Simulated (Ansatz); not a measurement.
Reaction (cleavage of the Si–Si bond): `BN[SiH2][SiH3]` + HCl → `BN[SiH2]Cl` + SiH₄

Isolated molecules relaxed with PBE0-D4/def2-TZVP in Ansatz; ΔE leaves out vibrations. CCSD(T)/CBS is the MP2 limit (def2-TZVPP, def2-QZVPP) plus CCSD(T) − MP2 in def2-TZVPP, frozen cores. This one scheme is used for every species. Each species was taken in one conformer, which may not be the lowest.

| species | CCSD(T)/CBS(def2) energy (Eh) |
| --- | --- |
| `BN[SiH2][SiH3]` | -662.50812 |
| HCl | -460.38127 |
| `BN[SiH2]Cl` | -831.46864 |
| SiH₄ | -291.46306 |

(1) Work out ΔE.

Largest T1 diagnostic among the species: 0.013.

Results:

(1) ΔE = (-831.46864) + (-291.46306) − (-662.50812) − (-460.38127) = -0.04231 Eh = -26.5 kcal/mol.

From BLYP to BHLYP (50 % exact exchange), in def2-TZVPP and without D4, ΔE moves by −2.9 kcal/mol. Leaving LDA and LC-ωPBE aside and taking each functional with its dispersion term where it has one, the values, not all of them listed here, spread over 5.4 kcal/mol, from BHLYP-D4 to PBE-D4. At CCSD(T), def2-SVP lies +1.0 kcal/mol from the extrapolated value and def2-TZVPP +0.6 kcal/mol.
